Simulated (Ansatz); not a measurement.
```xyz
12

C     1.4739    1.0038    0.1714
C     0.1000    0.7980   -0.4683
Al   -0.8397   -0.8233    0.0678
O    -2.3748   -1.2749   -0.5066
O    -0.1020   -1.8697    1.1789
H     2.1541    0.1820   -0.0635
H     1.9471    1.9297   -0.1693
H     1.4075    1.0508    1.2608
H    -0.5518    1.6538   -0.2502
H     0.1882    0.7917   -1.5623
H    -2.8832   -0.7648   -1.1335
H    -0.5192   -2.6772    1.4748
```

The species carries charge 0 and has multiplicity 1.

List the ωB97M-V/def2-TZVPP orbital energies in eV (Ansatz). (Best estimate.)

Ansatz gave: Occupied: -1531.40, -525.43, -525.33, -281.05, -280.84, -116.05, -75.72, -75.56, -75.52, -29.86, -29.58, -23.56, -19.60, -16.67, -16.04, -14.67, -14.02, -12.88, -12.19, -12.05, -11.98, -11.78, -11.29, -10.04. Lowest empty: 1.41, 2.00, 2.56, 2.88, 3.94, 4.26, 4.30, 4.94.
